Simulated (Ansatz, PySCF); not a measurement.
Au(Cl)(CO) anion (CAuClO), SMILES [O+]#[C-]->[Au][Cl] (connectivity only; charge and spin as stated), charge -1, multiplicity 2. Atoms are numbered in the order given.

```xyz
4

Au     0.0515     0.0817     0.0000
Cl    -0.1189    -2.3621     0.0000
O     -0.3381     3.0273     0.0000
C      0.3766     2.0767     0.0000
```
Charge -1, spin multiplicity 2.

The structure is a stationary point at B3LYP-D3(BJ)/def2-SVPD. The multiplicity is an assumed one; other spin states were not compared. The isomer is the one that the SMILES or the coordinates give; other isomers of the formula were not compared. The def2 effective core potentials stand for the cores of Au; spin–orbit coupling is left out.

Two levels are set side by side: PBE-D3(BJ)/def2-SVPD (Ansatz, a quantum-chemistry and plane-wave program) and B3LYP-D3(BJ)/def2-SVPD (Ansatz). Each level has its own optimised geometry; the coordinates shown are those of the second. Frequencies come from the Hessian of PySCF at each geometry. Differences are taken from unrounded values.

```csv
quantity,B3LYP-D3(BJ)
mean bond length (Å),1.887
bond Au1–Cl2 (Å),2.450
bond Au1–C4 (Å),2.021
bond O3–C4 (Å),1.189
highest harmonic wavenumber (cm⁻¹),1837
mean harmonic wavenumber (cm⁻¹),503
zero-point energy (kcal/mol),4.31
```

Q: What does PBE-D3(BJ) give, and how far is it from B3LYP-D3(BJ)? (Estimate from the structure and the level; the computed values follow.)

A: 
```
quantity                            PBE-D3(BJ)  PBE-D3(BJ) minus B3LYP-D3(BJ)
----------------------------------  ----------  -----------------------------
mean bond length (Å)                     1.878                         -0.009
bond Au1–Cl2 (Å)                         2.442                         -0.008
bond Au1–C4 (Å)                          1.990                         -0.031
bond O3–C4 (Å)                           1.201                          0.011
highest harmonic wavenumber (cm⁻¹)        1780                            -58
mean harmonic wavenumber (cm⁻¹)            497                             -6
zero-point energy (kcal/mol)              4.26                          -0.05
```
